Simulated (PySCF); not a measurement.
F4H2OSi, SMILES O->[Si](F)(F)(F)F (connectivity only; charge and spin as stated), neutral, multiplicity 1. Atoms are numbered in the order given.

```xyz
8

Si    -0.2638     0.0115     0.0000
F     -0.1087     1.6004     0.0000
F      0.0901    -0.7547     1.3725
F      0.0901    -0.7547    -1.3725
F     -1.8642    -0.1453     0.0000
O      1.9160     0.1273     0.0000
H      2.2498    -0.3459     0.7735
H      2.2498    -0.3459    -0.7735
```
Charge 0, spin multiplicity 1.

Geometry: PBE0-D3(BJ)/def2-SVP. Other conformers were not sampled.

Computed with PBE/pcSseg-1 in PySCF.

GIAO shieldings, no solvent; atoms listed in one row are averaged. δ = σ(ref) − σ: ²⁹Si against TMS (σ = 335.4 ppm); ¹⁹F against CFCl3 (σ = 133.6 ppm); ¹⁷O against H2O (σ = 334.3 ppm); ¹H against TMS (σ = 31.49 ppm), references at their B3LYP-D3(BJ)/def2-TZVP geometries, non-relativistic.

Computed chemical shifts:
```tsv
nucleus	atoms	count	δ (ppm)
²⁹Si	Si1	1	-116.6
¹⁹F	F2	1	-175.7
¹⁹F	F4, F3	2	-175.8
¹⁹F	F5	1	-184.3
¹⁷O	O6	1	65.3
¹H	H7, H8	2	2.56
```
